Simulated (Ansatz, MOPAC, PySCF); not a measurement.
Bond stretch in SMILES O[SiH3] (H4OSi). The O2–H6 bond (O2 also carries Si; H6 carries nothing else) is stretched with both fragments frozen at the PBE0/def2-TZVP optimised geometry. Each curve is given relative to its own lowest point near equilibrium.

```tsv
R / Å	A	B	C
0.77	40.2	34.5	22.6
0.81	23.3	19.1	12.7
0.86	9.9	7.3	4.8
0.91	2.7	1.5	0.8
0.92	1.9	0.9	0.4
0.96	0.1	0.0	0.0
0.98	0.0	0.3	0.4
1.01	0.7	1.6	1.6
1.06	3.5	5.4	5.2
1.10	7.0	9.5	9.1
1.18	15.9	19.6	19.0
1.30	31.7	37.0	37.0
1.42	48.1	54.8	56.0
1.59	70.1	78.2	81.4
1.73	86.1	95.2	100.3
1.91	103.8	113.6	122.0
2.13	121.0	131.4	144.2
2.33	133.1	143.9	159.9
2.62	146.0	157.1	176.3
2.85	153.3	164.6	185.4
3.35	163.7	175.1	198.1
```

Energies in kcal/mol.

Task: Assign the columns to these levels of theory: AM1, restricted, heats of formation in MOPAC 23.2.5; restricted B3LYP/LANL2DZ, with its core potentials past Ne in PySCF; restricted PBE0/cc-pVTZ (Ansatz, a first-principles code).

Result: A is RKS-B3LYP/LANL2DZ; B is RKS-PBE0; C is AM1.

The restricted form behind AM1, RKS-PBE0, RKS-B3LYP/LANL2DZ keeps the bonding electrons paired and can't separate into open-shell fragments.
